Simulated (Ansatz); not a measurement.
Mulliken charges of AlBrH2S2 (`[SH][Al]([SH])[Br]`) from r2SCAN/def2-TZVPP in Ansatz (PBE0-D4/def2-TZVP geometry).

```json
{"atom": "S1", "x (Å)": "-0.314", "y (Å)": "1.866", "z (Å)": "0.465", "charge (e)": "-0.234"}
{"atom": "Al2", "x (Å)": "0.110", "y (Å)": "0.078", "z (Å)": "-0.691", "charge (e)": "0.476"}
{"atom": "S3", "x (Å)": "0.221", "y (Å)": "-1.932", "z (Å)": "0.120", "charge (e)": "-0.234"}
{"atom": "Br4", "x (Å)": "0.460", "y (Å)": "0.327", "z (Å)": "-2.891", "charge (e)": "-0.216"}
{"atom": "H5", "x (Å)": "-0.429", "y (Å)": "1.191", "z (Å)": "1.622", "charge (e)": "0.104"}
{"atom": "H6", "x (Å)": "-0.047", "y (Å)": "-1.530", "z (Å)": "1.375", "charge (e)": "0.104"}
```

Task: By hand: the dipole of these point charges (1 e Å = 4.8032 D).

Result: Σ q r = (-0.075, -0.053, 0.470) e Å, of length 0.479 e Å = 2.30 D.

Task: How does the dipole of the full density compare? (Estimate.)

Result: Computed: (-0.065, -0.046, 0.410) e Å, 2.01 D; the point charges give 1.14 times that, at 0° from its direction.

Point charges leave out the atoms' own dipoles, such as those of lone pairs, and Mulliken's split depends on the basis, so the close match here is no proof of good charges.
